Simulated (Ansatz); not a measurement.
The same path of BrH + ClF3H2W (9 atoms, charge 0, multiplicity 1) was run twice with different band settings. Lost on the way: W1–Cl2, Br8–H9. Made: W1–Br8, Cl2–H9.

Computed with Ansatz, RKS B3LYP-D4/def2-SVP.

Relaxed end points:

```xyz
9
Properties=species:S:1:pos:R:3
W -0.370 0.136 -0.127
Cl -0.863 0.516 2.135
H 1.099 -0.098 -0.900
F -0.063 1.957 -0.221
F -1.426 -1.382 -0.066
H 0.788 -0.756 0.692
F -0.914 0.154 -1.936
Br 2.879 1.358 1.839
H 1.686 1.315 2.630
```

```xyz
9
Properties=species:S:1:pos:R:3
W -0.029 0.290 -0.386
Cl 0.755 0.414 3.354
H 1.048 -0.590 0.548
F -1.013 1.517 0.575
F -1.589 -0.136 -1.376
H -0.645 -0.981 0.518
F 0.829 -0.332 -1.897
Br 1.942 1.795 0.021
H 1.517 1.222 2.688
```

Common settings: movable images 7; climbing image yes; optimiser quadratic models (default); start path through a guess of the saddle point; force threshold 0.05 eV/Å; iteration limit 60; end points relaxed.

| run | spring |
| --- | --- |
| 1 | 5.0 eV/Å² |
| 2 | 2.0 to 10.0 eV/Å², energy-weighted |

Q: What does each run give, and how far can it be trusted?

A: Run 1: converged after 33 iterations, highest image 0.455 eV above the first end. The profile has 2 maxima (images 2, 5) with wells between them (image 3): this band takes more than one step, which may be the mechanism or a detour left from its start path. A vibrational analysis at the climbing image gives one clearly imaginary mode, 349i cm⁻¹: a first-order saddle point.
Run 2: converged after 28 iterations, highest image 0.695 eV above the first end. The profile has 3 maxima (images 2, 5, 7) with wells between them (images 4, 6): this band takes more than one step, which may be the mechanism or a detour left from its start path. The order of the point at the top wasn't checked. Another band between the same ends, with other settings, climbed to 0.455 eV only, so this may not be the lowest route.
The orbitals stay closed-shell, which can raise the energy where a bond breaks towards radicals; this wasn't checked here.
